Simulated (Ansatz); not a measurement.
Geometry optimisation, RKS PBE-D4/def2-SVP in Ansatz.

The input (input.yaml):

```yaml
crystal:
  periodic: [false, false, false]
  atoms:
    - { symbol: B, position_ang: [0.0, 0.0, 0.0] }
    - { symbol: Cl, position_ang: [0.0, 0.0, 2.21] }
    - { symbol: F, position_ang: [1.1431, 0.0, -0.66] }
    - { symbol: F, position_ang: [-1.1431, 0.0, -0.66] }
    - { symbol: F, position_ang: [0.0677, -1.5359, 0.5108] }
    - { symbol: H, position_ang: [0.0526, -1.1933, 1.5499] }
basis:
  gaussian: { orbitals: def2-SVP }
hamiltonian:
  xc: pbe
  dispersion: d4
relax:
  f_tol: 0.15
  max_steps: 25
  restrain:
    - { distance: [0, 4], at: 1.32, k: 30.0 }
    - { distance: [5, 1], at: 1.37, k: 30.0 }
    - { distance: [0, 1], at: 3.06, k: 30.0 }
    - { distance: [5, 4], at: 2.12, k: 30.0 }
```

Command:

```bash
$ ansatz run input.yaml --threads 1 --pin off --max-ram 2048MiB --backend cpu --events-out ev --progress --plain --runs-dir out
```

Q: Where does it end, and by what steps?

A: The forces met the threshold. The restraints hold the end off the free minimum. After 6 steps the energy has fallen by 2.288 eV (the restraints' own energy left out); B1 moved furthest, 0.59 Å.

```tsv
step	energy less start (eV)	largest force component (eV/Å)	accepted
0	0.0000	4.688	yes
1	-0.8048	5.045	yes
2	-1.6167	3.816	yes
3	-2.1385	1.629	yes
4	-2.2480	1.198	yes
5	-2.2695	1.081	yes
6	-2.2878	0.941	yes
```

```xyz
6
Properties=species:S:1:pos:R:3
B 0.004 -0.411 -0.421
Cl 0.009 0.107 2.593
F 1.151 0.200 -0.656
F -1.145 0.164 -0.728
F 0.008 -1.653 0.053
H 0.094 -1.137 2.110
```

Run time: 14 s on 1 thread of Arm Neoverse V2, on a shared host, peak memory 0.14 GiB.
